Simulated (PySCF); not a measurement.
CH5Cl2NOSi, singlet, at a GFN2-xTB geometry, atoms displaced at random by about 0.03 Å a coordinate; PySCF with TPSS/STO-3G, gradient.

The PySCF input:
```python
from pyscf import gto, scf, dft

mol = gto.Mole()
mol.atom = '''
    C    -2.210233    1.480486   -0.370036
    N    -0.742742    1.384806   -0.150774
    Si    0.143320   -0.083828   -0.209819
    O     0.243612   -0.649013   -1.701827
    Cl    2.037713    0.394196    0.444821
    Cl   -0.754720   -1.408427    0.929055
    H    -2.414994    1.586402   -1.410304
    H    -2.633208    0.496588   -0.102191
    H    -2.623514    2.311015    0.200440
    H    -0.325123    2.266060   -0.345317
    H     0.681760   -1.494073   -1.939294
'''
mol.basis = 'sto-3g'
mol.charge = 0
mol.spin = 0
mol.verbose = 3
mol.build()

mf = dft.RKS(mol)
mf.xc = 'tpss'
mf.kernel()
g = mf.nuc_grad_method()
g.grid_response = True
grad = g.kernel()
```

What the program printed (banner, timings and long lists left out):

```
converged SCF energy = -1365.55513588143
--------------- RKS gradients ---------------
         x                y                z
0 C    -0.0211548904     0.0317572351    -0.0158847598
1 N     0.0199348666     0.0391166498    -0.0110749525
2 Si    -0.0134756512    -0.0604194642     0.0182928908
3 O     0.0219462550    -0.0264608839     0.0499768843
4 Cl    -0.0284329800    -0.0065931890    -0.0129281249
5 Cl     0.0376831026     0.0564102475    -0.0519880813
6 H     0.0133494031    -0.0133408973     0.0392682514
7 H     0.0094319851    -0.0029807834    -0.0108467869
8 H     0.0108678311    -0.0076823671    -0.0087908348
9 H    -0.0318421492    -0.0417229165     0.0089406624
10 H    -0.0183077726     0.0319163690    -0.0049651487
----------------------------------------------
```
